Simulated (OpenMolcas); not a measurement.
## neutral cadmium: effect of correlating more closed shells

* Program: OpenMolcas
* Basis: ANO-RCC [10s8p8d5f4g2h]
* Scalar Hamiltonian: DKH2, point nucleus
* Active space: 2 electrons in 8 orbitals (5s 5p 6s 6p)
* State averaging: 2S+1 = 3 even, 3 roots; 2S+1 = 1 even, 1 root; 2S+1 = 3 odd, 3 roots; 2S+1 = 1 odd, 3 roots
* Spin-orbit coupling: state interaction with AMFI integrals over the reference wave functions, term energies averaged over their components

Methods on the same reference wave functions:
A. CASSCF
B. SS-CASPT2, IPEA 0.25 Eh, imaginary shift 0.1 Eh (closed shells correlated: 4d)
C. SS-CASPT2, IPEA 0.25 Eh, imaginary shift 0.1 Eh (closed shells correlated: 4s 4p 4d)

Energies in cm⁻¹ above 5s² ¹S₀, the measured ground level; measured values from NIST Handbook of Basic Atomic Spectroscopic Data.

```json
{"Level": "5s² ¹S₀", "A": "0.0", "B": "0.0", "C": "0.0", "Measured": "0.0"}
{"Level": "5s 5p ³P°₀", "A": "26272", "B": "29443", "C": "29946", "Measured": "30114"}
{"Level": "5s 5p ³P°₁", "A": "26728", "B": "29895", "C": "30397", "Measured": "30656"}
{"Level": "5s 5p ³P°₂", "A": "27668", "B": "30839", "C": "31342", "Measured": "31827"}
{"Level": "5s 5p ¹P°₁", "A": "45598", "B": "43492", "C": "43892", "Measured": "43692"}
```

Deviations, from unrounded energies. A percentage is the sum of absolute deviations over the sum of measured energies, with the sign that they share, or ± where signs differ.

```tsv
Against measurement	Levels	A	B	C
mean absolute deviation (cm-1)	4	3500	650	280
other configurations (%)	4	±10.2	-1.9	±0.8
```

C lies closest to measurement on these levels and A furthest from it. The largest miss of C in the table is 5s 5p ³P°₂, by -490 cm-1. The ranking rests on the paired levels alone, and a cruder setting can come out closer through cancelling errors.

Between B and C the level of the table that moves most is 5s 5p ³P°₂, by 500 cm-1 (lowest in B, highest in C).

The lowest spin-free term lies below A's lowest term by 0.376 hartree in B, 0.675 hartree in C.

What an inner shell adds also hangs on whether the basis holds functions to correlate it.

Active for correlation alone: 6p 6s; no level in the range computed is led by a configuration that fills them, so any true level of that kind is missing. Without dynamic correlation excited terms often stand tens of per cent too high (terms of higher spin than the ground term too low), and those without a measured partner can miss by more than the paired ones (holds for A). Computed and measured levels are paired by configuration, term and J; levels that our copy of the source lacks, or whose pairing is in doubt (as where it misses far off the trend of its configuration), stay unpaired and out of the deviations. Only configurations of the active space appear. The table leaves out levels that lie high or whose names do not pair safely across all columns.

° marks odd parity.
